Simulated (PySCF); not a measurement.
How methods differ on the ionisation energy of V

V [Ar] 3d3 4s2 (4F) → V⁺ [Ar] 3d4 (5D), as a difference of total energies. Calculation: PySCF 2.14, in def2-TZVP (6s4p4d1f, 45 functions); the non-relativistic Hamiltonian (point nucleus). Correlated levels: valence: [Ar] frozen. The calculations carry no spin-orbit coupling.

```tsv
method	ionisation energy (eV)
UHF	5.882
LDA	6.202
MP2 (valence)	6.191
SCS-MP2 (valence)	6.633
```

**Question.** How much does correlation contribute at MP2 (valence)?

**Answer.** 6.191 − (5.882) = 0.309 eV, measured against UHF.

These non-relativistic numbers lack the scalar-relativistic shift.

Errors of the correlated levels include the incompleteness of this basis and the frozen core.

For comparison: 6.732 eV (measured; NIST levels, between the centres of gravity of the two terms).
